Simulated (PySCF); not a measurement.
# Computed structure and properties of [Tm(HCN)]3+

System: [Tm(HCN)]3+ (singlet in the valence; each metal's 4f electrons, 12 of them, lie in its core potential, out of spins and levels); start: template (C∞v). Method: PySCF 2.14.0, RKS PBE0, Tm lcecp-1-SVP with ECP58, N def2-SVP, C def2-SVP, H def2-SVP; non-relativistic Hamiltonian with scalar-relativistic core potentials where named; density fitting; no spin-orbit coupling.

Input of the relaxation:

```python
mol = gto.M(atom='''
Tm     0.00000     0.00000    -0.42300
N      0.00000     0.00000     2.04700
C      0.00000     0.00000     3.20700
H      0.00000     0.00000     4.27700''',
    basis={'Tm': 'lcecp-1-SVP', 'N': 'def2-SVP', 'C': 'def2-SVP', 'H': 'def2-SVP'},
    ecp={'Tm': 'lcecp-1-SVP'},
    charge=3, spin=0)
mf = dft.RKS(mol, xc='PBE0')
mf.grids.atom_grid = (50, 194)  # f atoms: unpruned, at least (60, 302)
mf = mf.density_fit()  # fitting sets: Tm AutoAux, N def2-universal-JKFIT, C def2-universal-JKFIT, H def2-universal-JKFIT
mf.conv_tol = 1e-08; mf.max_cycle = 55
mf.kernel(dm0)  # dm0: converged density of the start geometry
# quasi-Newton relaxation in Cartesian coordinates to a largest gradient under 0.00045 Eh/bohr, steps kept in the point group
```

Run from Python with OMP_NUM_THREADS=2; the lines above give its settings. Where DIIS fails, smearing, a level shift and second-order steps follow.
It took 10 s on 2 threads of Intel(R) Xeon(R) Platinum 8488C (Sapphire Rapids), on a shared host, from the converged density of the start.

Course of the relaxation:

```tsv
step	energy above end (eV)	largest force component within the symmetry (eV/Å)
0	0.4861	2.454
1	0.1971	1.877
2	0.0646	1.429
3	0.0070	0.428
4	0.0004	0.091
5	0.0000	0.079
6	0.0000	0.046
7	0.0000	0.001
```

Relaxed geometry (C∞v):

```xyz
4

Tm    0.0000    0.0000   -0.2104
N     0.0000    0.0000    1.9556
C     0.0000    0.0000    3.1225
H     0.0000    0.0000    4.2403
```

```tsv
contact	Å
Tm1–N2 (HCN)	2.166
```

On the finer grid (75, 302):

* HOMO: -27.35 eV
* LUMO: -19.93 eV
* Dipole about the centre of mass: 5.34 D
* Set of Mulliken populations of Tm1 outside the core potential: s 2.09, p 6.05, d 0.36, f 0.02
* D3(BJ) dispersion energy (not in the energies): -0.087 eV

| atom | Mulliken (e) | Löwdin (e) | spin (e) |
| --- | --- | --- | --- |
| Tm1 | 2.48 | 2.33 | 0.00 |
| N2 | -0.19 | -0.07 | 0.00 |
| C3 | 0.39 | 0.55 | 0.00 |
| H4 | 0.33 | 0.19 | 0.00 |

The 4f levels lie in the core potential and are missing. Their spin isn't counted.

On the grid (50, 194), as all that follows. Harmonic modes: a minimum; lowest 273 cm⁻¹ (negative: unstable), highest 3143 cm⁻¹, zero-point energy 0.495 eV.

Taking off one HCN (charge 0, singlet; the rest: singlet) in vacuum, both parts rigid, costs 6.10 eV; the small basis without counterpoise inflates it. Parting with an electron moved from the ligand to the metal can be far cheaper, even downhill.

Rigid scan of HCN along the line from its metal:

| distance to N2 (Å) | energy (eV) |
| --- | --- |
| 1.87 | 1.035 |
| 1.97 | 0.395 |
| 2.07 | 0.085 |
| 2.17 | 0.000 |
| 2.27 | 0.065 |
| 2.37 | 0.227 |
| 2.57 | 0.706 |

One start shape was tried, so this needn't be the lowest isomer.

An lcecp potential fixes the number of 4f electrons, so in runs with it no electron can move into or out of that shell.
